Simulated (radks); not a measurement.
Values are calculated unless marked as measured or tabulated.
Initial-state core-level shifts of the gadolinium ion Gd2+ when its valence configuration changes from [Xe] 4f7 5d1. Level of theory: scalar-relativistic Kohn-Sham, r2SCAN, spin-polarised, spherical densities, finite nucleus; open shells are filled with parallel spins first (spin-orbit coupling, left out, can overturn this in heavy ions); meta-GGA in the generalised Kohn-Sham scheme; Fermi nuclear charge, rms radius 5.1569 fm (a radial shooting solver on a logarithmic mesh with Libxc functionals). Shifts are changes of the shell-averaged eigenvalues in eV (positive: less bound); the change of the density at the nucleus, which sets a Mossbauer isomer shift, is in e/bohr^3, on a base of 6.579e+05.

\begin{tabular}{lrrrrr}
valence & 2s & 3d & 4p & 4d & density at nucleus \\ \hline
4f6 5d1 6p1 & -12.909 & -13.873 & -12.967 & -12.589 & +40.98 \\
4f6.5 5d1 6p0.5 & -6.305 & -6.765 & -6.363 & -6.185 & +19.59 \\
4f5 5d3 & -17.937 & -20.127 & -17.999 & -17.157 & +72.91 \\
4f6 5d1 6s1 & -11.716 & -12.678 & -11.772 & -11.396 & +90.35 \\
4f7.5 5d0.5 & +3.546 & +3.951 & +3.665 & +3.510 & -13.49 \\
4f7 6p1 & -4.063 & -3.997 & -4.009 & -4.031 & +6.00 \\
4f5 5d2 6p1 & -22.483 & -24.630 & -22.456 & -21.620 & +79.90 \\
4f4 5d4 & -27.977 & -31.488 & -27.737 & -26.392 & +115.21 \\
4f6.5 5d1.5 & -4.189 & -4.675 & -4.274 & -4.088 & +16.60 \\
\end{tabular}
